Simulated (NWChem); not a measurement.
System: CHOS cation; SMILES [OH+]=C=S

Here is an NWChem input.

```
start job
memory heap 200 mb stack 900 mb global 1100 mb
charge 1
geometry units angstroms noautosym nocenter noautoz
  O     -0.118344     1.640700     0.000000
  C      0.003541     0.419766     0.000000
  S      0.022399    -1.074181     0.000000
  H      0.684647     2.204825     0.000000
end
basis spherical
  O library 6-31g*
  C library 6-31g*
  S library 6-31g*
  H library 6-31g*
end
dft
  xc xpbe96 cpbe96
  iterations 150
end
cosmo
  dielec 3.9
end
task dft energy
```

Output (shortened):

```
             Northwest Computational Chemistry Package (NWChem) 7.3.0
             --------------------------------------------------------

                             Geometry "geometry" -> ""
                             -------------------------

 Output coordinates in angstroms (scale by  1.889725989 to convert to a.u.)

  No.       Tag          Charge          X              Y              Z
 ---- ---------------- ---------- -------------- -------------- --------------
    1 O                    8.0000    -0.11834400     1.64070000     0.00000000
    2 C                    6.0000     0.00354100     0.41976600     0.00000000
    3 S                   16.0000     0.02239900    -1.07418100     0.00000000
    4 H                    1.0000     0.68464700     2.20482500     0.00000000

 Effective nuclear repulsion energy (a.u.)      88.1258381193

  pbe96 is a nonlocal functional; adding pw91lda local functional.

                                 NWChem DFT Module
                                 -----------------

 Summary of "ao basis" -> "ao basis" (spherical)
 ------------------------------------------------------------------------------
       Tag                 Description            Shells   Functions and Types
 ---------------- ------------------------------  ------  ---------------------
 O                           6-31g*                  6       14   3s2p1d
 C                           6-31g*                  6       14   3s2p1d
 S                           6-31g*                  8       18   4s3p1d
 H                           6-31g*                  2        2   2s

 in cosmo_initialize ...

 solvent parameters
 solvname_short: unkn
 solvname_long:  unknown
 dielec:        3.9000

          ---------------
          -cosmo- solvent
          ---------------
 Cosmo: York-Karplus, doi: 10.1021/jp992097l
 dielectric constant -eps-     =   3.90
 screen = (eps-1)/(eps    )    =   0.74359
 surface charge correction     = lagrangian

   van der Waals surface
 --------------------------

[...]

                                   COSMO solvation results
                                   -----------------------

                 gas phase energy =      -511.462141876931
                 sol phase energy =      -511.544783204250
 (electrostatic) solvation energy =         0.082641327319 (   51.86 kcal/mol)

                       DFT Final Molecular Orbital Analysis
                       ------------------------------------

 Vector   13  Occ=2.000000D+00  E=-5.340274D-01
              MO Center= -1.3D-02, -7.3D-01,  6.3D-09, r^2= 2.1D+00
   Bfn.  Coefficient  Atom+Function         Bfn.  Coefficient  Atom+Function
  ----- ------------  ---------------      ----- ------------  ---------------
    36     -0.471927  3 S  py                34      0.430243  3 S  s
    18      0.282056  2 C  py                38      0.275318  3 S  s
    20     -0.199643  2 C  s                 30     -0.193745  3 S  s
     4     -0.189126  1 O  py                32      0.189739  3 S  py
     3      0.173594  1 O  px                16     -0.147908  2 C  s

 Vector   14  Occ=2.000000D+00  E=-4.100540D-01
              MO Center= -2.1D-02, -2.6D-01,  3.5D-10, r^2= 2.1D+00
   Bfn.  Coefficient  Atom+Function         Bfn.  Coefficient  Atom+Function
  ----- ------------  ---------------      ----- ------------  ---------------
    35      0.598983  3 S  px                17      0.302959  2 C  px
     3     -0.253667  1 O  px                31     -0.225265  3 S  px
    39      0.209053  3 S  px                 7     -0.188981  1 O  px
    21      0.167342  2 C  px                 6      0.121739  1 O  s
    47     -0.091551  4 H  s                  2      0.073447  1 O  s

 Vector   15  Occ=2.000000D+00  E=-3.909747D-01
              MO Center= -8.5D-03, -2.4D-01, -2.4D-09, r^2= 2.3D+00
   Bfn.  Coefficient  Atom+Function         Bfn.  Coefficient  Atom+Function
  ----- ------------  ---------------      ----- ------------  ---------------
    37      0.620035  3 S  pz                 5     -0.350249  1 O  pz
     9     -0.262993  1 O  pz                33     -0.231837  3 S  pz
    41      0.232530  3 S  pz                19      0.210028  2 C  pz
    23      0.122474  2 C  pz                43      0.044524  3 S  d -1
    25     -0.043728  2 C  d -1

 Vector   16  Occ=0.000000D+00  E=-2.068355D-01
              MO Center=  3.5D-02, -8.2D-02,  3.8D-10, r^2= 2.4D+00
   Bfn.  Coefficient  Atom+Function         Bfn.  Coefficient  Atom+Function
  ----- ------------  ---------------      ----- ------------  ---------------
    17      0.558221  2 C  px                35     -0.499759  3 S  px
    21      0.465571  2 C  px                39     -0.375561  3 S  px
    48     -0.186955  4 H  s                  3     -0.179407  1 O  px
    31      0.175684  3 S  px                 7     -0.167556  1 O  px
    47     -0.143986  4 H  s                  6      0.136943  1 O  s

 Vector   17  Occ=0.000000D+00  E=-1.812788D-01
              MO Center= -2.4D-03, -2.0D-02,  3.6D-09, r^2= 2.2D+00
   Bfn.  Coefficient  Atom+Function         Bfn.  Coefficient  Atom+Function
  ----- ------------  ---------------      ----- ------------  ---------------
    19      0.571446  2 C  pz                23      0.505092  2 C  pz
    37     -0.456754  3 S  pz                41     -0.377310  3 S  pz
     5     -0.317466  1 O  pz                 9     -0.310848  1 O  pz
    33      0.159866  3 S  pz                43      0.110854  3 S  d -1

[...]
```

Level: PBE/6-31G* (spherical d), COSMO on the gas-phase geometry. Structure relaxed at the PBE0-D3(BJ)/def2-TZVP level. COSMO prints the solvation energy as gas minus solution, so a positive value is a stabilisation.
